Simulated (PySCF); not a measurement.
CH₅GaO₂S. Atoms are numbered in the order given.

```xyz
10

Ga    -0.0090    -0.5984     0.0000
O      0.9935    -2.0791     0.0000
H      0.5007    -2.9093     0.0000
O     -1.8055    -0.6361     0.0000
H     -2.2087    -1.5129     0.0000
S      0.9217     1.3812     0.0000
C     -0.5987     2.4371     0.0000
H     -1.5109     1.8279     0.0000
H     -0.5808     3.0714     0.8966
H     -0.5808     3.0714    -0.8966
```

Geometry: B3LYP-D3(BJ)/def2-SVP. The structure was generated by enumeration; whether it is a known compound was not checked. One conformer was computed; it need not be the lowest.

All values below come from B3LYP/def2-TZVP in PySCF.

ESP charges are fitted to the potential on shells at 1.4 to 2.0 van der Waals radii. Atomic charges (e):

| atom | Mulliken | ESP fit | Löwdin | meta-Löwdin |
|---|---|---|---|---|
| Ga1 | 0.58 | 0.78 | -0.12 | 0.87 |
| O2 | -0.53 | -0.70 | -0.21 | -0.71 |
| H3 | 0.30 | 0.38 | 0.17 | 0.34 |
| O4 | -0.56 | -0.73 | -0.22 | -0.73 |
| H5 | 0.30 | 0.39 | 0.17 | 0.34 |
| S6 | -0.19 | -0.23 | 0.36 | -0.14 |
| C7 | -0.33 | -0.31 | -0.48 | -0.37 |
| H8 | 0.17 | 0.13 | 0.12 | 0.14 |
| H9 | 0.13 | 0.14 | 0.11 | 0.13 |
| H10 | 0.13 | 0.14 | 0.11 | 0.13 |
